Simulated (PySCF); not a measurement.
Ionisation energy of Gd by level of theory

Gd [Xe] 4f7 5d1 6s2 (9D) → Gd⁺ [Xe] 4f7 5d1 6s1 (10D), as a difference of total energies. Computed with PySCF 2.14 in ANO-RCC-VTZP (8s7p5d3f2g1h, 104 functions), with scalar relativity by spin-free X2C-1e. Correlated levels: valence: [Kr] 4d10 frozen; valence and next inner shell: [Ar] 3d10 frozen. The calculations carry no spin-orbit coupling.

```csv
method,ionisation energy (eV),plus first-order spin-orbit estimate,error of that sum (eV)
UHF,4.927,4.922,-1.228
LDA,6.303,6.298,+0.148
PBE,6.075,6.069,-0.081
PBE0,5.942,5.937,-0.213
MP2 (valence),5.891,5.886,-0.264
SCS-MP2 (valence),5.955,5.949,-0.201
MP2 (valence and next inner shell),5.917,5.912,-0.238
SCS-MP2 (valence and next inner shell),5.956,5.951,-0.199
```

Reference: 6.150 eV (measured; NIST Atomic Spectra Database, ionization energies).

A first-order spin-orbit estimate (lowest level to lowest level, LS coupling) adds -0.005 eV.

Errors of the correlated levels include the incompleteness of this basis and the frozen core.

MP2 underrates the near-degeneracy of ns² with np² in the lower species.
